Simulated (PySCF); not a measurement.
# Steps of a relaxation of [PrF2]+

[PrF2]+ (singlet in the valence; each metal's 4f electrons, 2 of them, lie in its core potential, out of spins and levels). PySCF 2.14.0, RKS PBE0, Pr lcecp-1-SVP with ECP48, F def2-SVP; non-relativistic Hamiltonian with scalar-relativistic core potentials where named; density fitting; no spin-orbit coupling. Origin of the start: template. Columns: position (Å) and force (eV/Å). Energies are counted from the last step; some of the 7 steps are shown. Forces carry noise of the integration grid, about 0.01 to 0.03 eV/Å.

Run from Python with OMP_NUM_THREADS=2. Where DIIS fails, smearing, a level shift and second-order steps follow.
It took 11 s on 2 threads of Intel(R) Xeon(R) Platinum 8375C CPU @ 2.90GHz (Ice Lake), with other jobs on the host, from the converged density of the start.

```xyz
3
step 0  E = 0.552 eV
Pr    0.0000    0.0000   -0.1876     0.00    0.00    1.90
F     1.9742    0.0000    0.6959    -2.57    0.00   -0.95
F    -1.9742    0.0000    0.6959     2.57    0.00   -0.95
```

```xyz
3
step 2  E = 0.065 eV
Pr    0.0000    0.0000   -0.2206     0.00    0.00   -0.72
F     1.7769    0.0000    0.7123     0.16    0.00    0.36
F    -1.7769    0.0000    0.7123    -0.16    0.00    0.36
```

```xyz
3
step 4  E = 0.002 eV
Pr    0.0000    0.0000   -0.3725     0.00    0.00    0.26
F     1.6510    0.0000    0.7883    -0.20    0.00   -0.13
F    -1.6510    0.0000    0.7883     0.20    0.00   -0.13
```

Question: Where does the relaxation end?

Answer: It converges at step 6 in C2v:
```xyz
3
step 6  E = 0
Pr    0.0000    0.0000   -0.3790
F     1.6323    0.0000    0.7915
F    -1.6323    0.0000    0.7915
```

Question: How did the contacts change?

Answer: 
```csv
contact,start (Å),end (Å)
Pr1–F2 (F),2.163,2.009
Pr1–F3 (F),2.163,2.009
```


An lcecp potential fixes the number of 4f electrons, so in runs with it no electron can move into or out of that shell.
